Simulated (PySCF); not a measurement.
## Working out the ionisation energy of Cu

Cu [Ar] 3d10 4s1 (2S) → Cu⁺ [Ar] 3d10 (1S). All numbers are calculated (PySCF 2.14, scalar relativity by spin-free X2C-1e, in ANO-RCC-VTZP). Frozen: [Ne]. Energies in hartree (1 hartree = 27.21139 eV):

| part | Cu (lower) | Cu⁺ (upper) |
| --- | --- | --- |
| UHF | -1653.149078 | -1652.906358 |
| MP2 opposite-spin | -0.590738 | -0.568154 |
| MP2 same-spin | -0.315801 | -0.299431 |

Question: What does Hartree-Fock give?

Answer: (-1652.906358) − (-1653.149078) = 0.242720 hartree = 6.605 eV.

Question: What do MP2 and SCS-MP2 (6/5 opposite-spin, 1/3 same-spin) give?

Answer: The opposite-spin parts differ by 0.615 eV and the same-spin parts by 0.445 eV. MP2: 6.605 + (0.615) + (0.445) = 7.665 eV. SCS-MP2: 6.605 + 1.2 × (0.615) + (0.445)/3 = 7.491 eV.

Measured between the centres of the two terms (NIST): 7.726 eV, so MP2 (valence and next inner shell) is off by -0.061 eV.

What remains against the reference includes basis incompleteness, the frozen core and correlation beyond second order.
